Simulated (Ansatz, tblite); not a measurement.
Isomers of Li7H7⁺ (doublet), found by a short tight-binding search and relaxed with PBE-D4/def2-TZVP in Ansatz.

The xTB rows come from tblite. B3LYP takes the VWN-RPA correlation. Correlated methods freeze no core orbitals; core or outer-core shells of Li are correlated, in sets that lack core-valence functions.

Other spin states weren't relaxed.

A:

Cartesian coordinates in Å:
```
Li -0.245 2.897 -0.354
Li -0.661 0.513 0.331
Li -0.111 -2.000 -2.656
Li -1.952 0.554 -2.214
Li 1.439 0.888 1.668
Li -2.042 -2.058 -1.070
Li 0.349 -2.152 0.483
H 0.820 -0.540 0.883
H -0.290 -2.696 -1.052
H 0.322 2.044 1.033
H -1.629 -1.116 -2.624
H 2.611 0.694 3.355
H 2.355 1.401 3.441
H -0.967 1.572 -1.223
```

B:

```xyz
14

Li   -2.730   -0.261    0.732
Li   -1.026   -2.314   -0.180
Li   -1.777   -0.376   -1.545
Li    0.954    0.052   -0.200
Li   -0.940    2.242   -0.281
Li    1.796    1.807    1.414
Li    0.486   -0.919    2.438
H     0.734    1.947    0.047
H     2.708   -0.379   -1.379
H    -2.137    1.030   -0.432
H    -2.578   -1.560   -0.442
H     1.644    0.084    1.598
H    -0.126   -1.020   -1.090
H     2.993   -0.333   -0.680
```

C:

Cartesian coordinates in Å:
```
Li -2.0289 0.0989 -0.6094
Li 1.2641 -0.6196 -1.3058
Li -0.5835 2.1193 -1.1638
Li -1.3985 -0.8849 2.6249
Li -2.1333 1.9686 1.1150
Li 0.2493 0.1253 0.9302
Li 1.7686 -1.6780 1.8402
H 2.3126 -0.6336 -3.0960
H 0.2739 -1.0921 2.4533
H -1.8351 0.1208 1.2448
H 2.8608 -0.7546 -2.5869
H -0.2400 0.2785 -1.0920
H -2.2567 1.8903 -0.6446
H 1.7467 -0.9389 0.2901
```

**Question.** Estimate their order by electronic energy at CCSD(T)/def2-TZVP, counted from the lowest.

**Answer.** C (0.0) < B (2.6) < A (2.7), in kcal/mol. Gaps under about 2 kJ/mol are ties within the noise of geometry and basis.

**Question.** Do the other levels pick the same lowest one?

**Answer.** Not GFN1-xTB, GFN2-xTB, HF/def2-TZVP. Energies above each level's lowest (kcal/mol):

```json
{"level": "GFN1-xTB", "A": "0.0", "B": "11.0", "C": "2.6"}
{"level": "GFN2-xTB", "A": "2.4", "B": "0.0", "C": "6.7"}
{"level": "HF/def2-TZVP", "A": "0.0", "B": "1.2", "C": "0.2"}
{"level": "PBE-D4/def2-TZVP", "A": "4.8", "B": "4.2", "C": "0.0"}
{"level": "r2SCAN-D4/def2-TZVP", "A": "4.6", "B": "4.1", "C": "0.0"}
{"level": "B3LYP-D4/def2-TZVP", "A": "3.4", "B": "3.7", "C": "0.0"}
{"level": "PBE0-D4/def2-TZVP", "A": "4.5", "B": "3.7", "C": "0.0"}
{"level": "ωB97M-V/def2-TZVP", "A": "5.1", "B": "4.7", "C": "0.0"}
{"level": "MP2/def2-TZVP", "A": "2.2", "B": "2.2", "C": "0.0"}
{"level": "CCSD/def2-TZVP", "A": "2.4", "B": "2.4", "C": "0.0"}
{"level": "CCSD(T)/def2-TZVP", "A": "2.7", "B": "2.6", "C": "0.0"}
```
Point groups (tolerance 0.1 Å): A not assigned, B not assigned, C not assigned. Lower isomers may exist.
